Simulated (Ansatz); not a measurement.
Cost and result for the atomization energy of `O/C([SiH3])=C\I` (10 atoms, 9 bonds).

```xyz
10

O     1.1074   -0.1237    1.2702
C     0.1079   -0.0125    0.3754
Si    0.6571   -0.0702   -1.4225
C    -1.1837    0.1291    0.6766
I    -1.8385    0.1985    2.6526
H     0.7342   -0.0840    2.1672
H    -0.5566    0.0638   -2.2644
H     1.3354   -1.3616   -1.6967
H     1.5987    1.0448   -1.6934
H    -1.9621    0.2158   -0.0649
```

The species carries charge 0 and has multiplicity 1. Correlated methods include outer-core shells of I, which these sets cover unevenly. I: def2 effective core potential. All single points use the PBE0-D4/def2-TZVP geometry. It is one conformer, not always the lowest. Program: Ansatz. All runs use 4 threads of an Arm Neoverse V1 on a shared host. Times are those of one run each, without the atoms' runs, and a repeat can differ threefold. Electronic energies, without spin–orbit coupling; frozen cores. CCSD(T)/CBS adds CCSD(T) − MP2 in def2-TZVPP to the MP2 limit, and its time is that of the two runs behind it. T1 = 0.012. With those shells the extrapolation isn't a true limit. B3LYP takes the VWN-RPA correlation (the form of Gaussian; ORCA's B3LYP/G).

CCSD(T)/CBS is a level of theory with its own doubt, some kJ/mol a heavy atom from the limit and from the frozen cores, so smaller differences don't rank the functionals.

| level | functions | wall time | atomization (kcal/mol) | difference from CCSD(T)/CBS | per bond |
| --- | --- | --- | --- | --- | --- |
| LDA (SPW92)/def2-TZVPP | 255 | 1.5 s | 969.8 | 131.4 | 14.6 |
| revPBE-D4/def2-TZVPP | 255 | 2.5 s | 835.2 | -3.2 | -0.4 |
| BLYP-D4/def2-TZVPP | 255 | 2.7 s | 836.1 | -2.3 | -0.3 |
| PBE0-D4/def2-TZVPP | 255 | 4.2 s | 837.6 | -0.8 | -0.1 |
| BHLYP-D4/def2-TZVPP | 255 | 4.5 s | 805.2 | -33.2 | -3.7 |
| r2SCAN-D4/def2-TZVPP (with forces) | 255 | 6.5 s | 839.0 | 0.6 | 0.1 |
| B3LYP-D4/def2-TZVPP (with forces) | 255 | 6.5 s | 834.1 | -4.3 | -0.5 |
| B2PLYP/def2-TZVPP | 255 | 8.5 s | 824.9 | -13.5 | -1.5 |
| CCSD(T)/def2-SVP | 111 | 11 s | 783.6 | -54.8 | -6.1 |
| ωB97M-V/def2-TZVPP (with forces) | 255 | 16 s | 835.3 | -3.1 | -0.3 |
| MP2/def2-QZVPP | 473 | 30 s | 845.8 | 7.4 | 0.8 |
| CCSD(T)/def2-TZVPP | 255 | 5.7 min | 813.3 | -25.1 | -2.8 |
| CCSD(T)/CBS(def2) | – | 6.2 min | 838.4 | 0.0 | 0.0 |

From PBE to PBE0 (25 % exact exchange), in def2-TZVPP and without D4, the atomization energy moves by −18.5 kcal/mol: exact exchange takes away binding that semilocal exchange gives to molecules. The D4 term adds +10.0 kcal/mol with B3LYP and +5.2 kcal/mol with PBE0; it sums over pairs of atoms, weighted by their polarisabilities, and B3LYP, whose exchange is more repulsive, gets the larger term. At CCSD(T), def2-SVP lies −54.8 kcal/mol from the extrapolated value and def2-TZVPP −25.1 kcal/mol: correlation converges slowly with the basis, and small sets miss more of it in the bonded molecule than in its fragments.

Spin–orbit coupling would lower the free I atoms strongly, and the atomization energy with them, by more than many differences here.
